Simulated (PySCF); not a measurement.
## Ionisation energy of Sb⁺ by level of theory

Sb⁺ [Kr] 4d10 5s2 5p2 (3P) → Sb²⁺ [Kr] 4d10 5s2 5p1 (2P), as a difference of total energies. All numbers are calculated (PySCF 2.14, scalar relativity by spin-free X2C-1e, in x2c-TZVPall). Correlated levels: valence: [Kr] 4d10 frozen. The calculations carry no spin-orbit coupling.

Q: Order these methods by the ionisation energy they give, lowest first.
A. M06-L
B. PBE0
C. SCS-MP2 (valence)
D. MP2 (valence)

A: A (16.124 eV), C (16.247 eV), D (16.310 eV), B (16.533 eV).

The reference lies between the lowest fine-structure levels, while these numbers refer to the centres of the terms.

Errors of the correlated levels include the incompleteness of this basis and the frozen core.

For comparison: 16.626 ± 0.025 eV (measured; NIST Atomic Spectra Database, ionization energies).
